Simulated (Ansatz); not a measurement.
Consider the ligand exchange at the Al–Cl bond: `CC1=CC(C)=[O+][Al-]([OH])([Cl])[O]1` + H–F → `CC1=CC(C)=[O+][Al-]([OH])([F])[O]1` + HCl.

Computed with Ansatz on PBE0-D4/def2-TZVP structures; ΔE is electronic, products minus reactants. CBS: MP2 limit from def2 TZ/QZ plus the TZ coupled-cluster correction, frozen cores. This one scheme is used for every species. Functionals use def2-TZVPP. One conformer a species, not always the lowest.

| level | ΔE (kJ/mol) |
| --- | --- |
| revPBE | -25.0 |
| PBE0 | -20.9 |

Q: What does CCSD(T)/CBS give? (An estimate is asked.)

A: Computed: -21.0 kJ/mol. The listed levels differ from it by -4.0, 0.1 kJ/mol.

Largest T1 diagnostic among the species: 0.015.

At CCSD(T), def2-SVP lies −10.1 kJ/mol from the extrapolated value and def2-TZVPP −2.9 kJ/mol. From PBE to PBE0 (25 % exact exchange), in def2-TZVPP and without D4, ΔE moves by +3.8 kJ/mol.

CCSD(T)/CBS has its own doubt, a few kJ/mol and more with outer-core shells, so smaller differences from it don't rank the levels.
